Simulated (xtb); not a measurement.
xtb input (GFN-FF):

```bash
xtb mol.xyz --gfnff --opt tight --chrg 0 --uhf 0
```
mol.xyz:
```
19

Si    -0.09157938    -0.35691874     0.01448109
C     -0.04126805    -0.48723226     1.87906469
C     -1.16399499    -1.67588052    -0.73887972
O      1.40220069    -0.53551766    -0.63871851
C      2.48924007     0.34594353    -0.41607871
O     -0.60132780     1.15525045    -0.41250582
C     -1.77567875     1.78738733     0.05256353
H      0.58263264     0.29492718     2.31745150
H     -1.03967073    -0.39542413     2.31365201
H      0.36389775    -1.45340898     2.18755599
H     -0.80175125    -2.67203477    -0.47690862
H     -2.19549985    -1.59380145    -0.38782911
H     -1.16778604    -1.59143017    -1.82695149
H      3.32687197     0.01310768    -1.02922044
H      2.23019711     1.37016051    -0.69612660
H      2.80215713     0.33562576     0.63313119
H     -1.83404745     2.77838791    -0.39858882
H     -2.67394091     1.22799011    -0.23048764
H     -1.76772165     1.90359161     1.14136267
```

End of the output:

```
         :::::::::::::::::::::::::::::::::::::::::::::::::::::
         ::                     SUMMARY                     ::
         :::::::::::::::::::::::::::::::::::::::::::::::::::::
         :: total energy              -2.611483824623 Eh    ::
         :: gradient norm              0.000343416650 Eh/a0 ::
         ::.................................................::
         :: bond energy               -2.621703725528 Eh    ::
         :: angle energy               0.009013219609 Eh    ::
         :: torsion energy            -0.001306185815 Eh    ::
         :: repulsion energy           0.124013764619 Eh    ::
         :: electrostat energy        -0.110211304397 Eh    ::
         :: dispersion energy         -0.010395323208 Eh    ::
         :: HB energy                  0.000000000000 Eh    ::
         :: XB energy                  0.000000000000 Eh    ::
         :: bonded atm energy         -0.000894269904 Eh    ::
         :: external energy            0.000000000000 Eh    ::
         :: add. restraining           0.000000000000 Eh    ::
         :: total charge              -0.000000000000 e     ::
         :::::::::::::::::::::::::::::::::::::::::::::::::::::

           -------------------------------------------------
          |                Property Printout                |
           -------------------------------------------------

molecular dipole:
                 x           y           z       tot (Debye)
 q only:       -0.505      -0.051       0.521       1.849
           -------------------------------------------------
          |                Geometry Summary                 |
           -------------------------------------------------

      molecular mass/u    :      120.2225412
   center of mass at/Å    :        0.0723244      -0.0155337       0.0139700
  moments of inertia/u·Å² :        0.2040206E+03   0.2944504E+03   0.3388863E+03
rotational constants/cm⁻¹ :        0.8262709E-01   0.5725117E-01   0.4974421E-01

 * 18 selected distances

     #   Z          #   Z                                           value/Å
     1  14 Si       2   6 C                                       1.8690980
     1  14 Si       3   6 C                                       1.8699891 (max)
     1  14 Si       4   8 O                                       1.6735743
     4   8 O        5   6 C                                       1.3855836
     1  14 Si       6   8 O                                       1.6749381
     6   8 O        7   6 C                                       1.3899685
     2   6 C        8   1 H                                       1.0853909
     2   6 C        9   1 H                                       1.0857317
     2   6 C       10   1 H                                       1.0856940
     3   6 C       11   1 H                                       1.0856491
     3   6 C       12   1 H                                       1.0857333
     3   6 C       13   1 H                                       1.0853543 (min)
     5   6 C       14   1 H                                       1.0929936
     5   6 C       15   1 H                                       1.0936403
     5   6 C       16   1 H                                       1.0930995
     7   6 C       17   1 H                                       1.0921131
     7   6 C       18   1 H                                       1.0920177
     7   6 C       19   1 H                                       1.0920469

 * 4 distinct bonds (by element types)

   Z      Z             #   av. dist./Å        max./Å        min./Å
   1 H    6 C          12     1.0891220     1.0936403     1.0853543
   6 C    8 O           2     1.3877761     1.3899685     1.3855836
   6 C   14 Si          2     1.8695436     1.8699891     1.8690980
   8 O   14 Si          2     1.6742562     1.6749381     1.6735743

optimized geometry written to: xtbopt.xyz

           -------------------------------------------------
          | TOTAL ENERGY               -2.611483824623 Eh   |
          | GRADIENT NORM               0.000343416650 Eh/α |
           -------------------------------------------------
########################################################################
[WARNING] Runtime exception occurred
-1- gfnff_setup: Could not read topology file.
########################################################################

------------------------------------------------------------------------
------------------------------------------------------------------------
 total:
 SCF:
 ANC optimizer:
Note: The following floating-point exceptions are signalling: IEEE_UNDERFLOW_FLAG IEEE_DENORMAL
normal termination of xtb
```
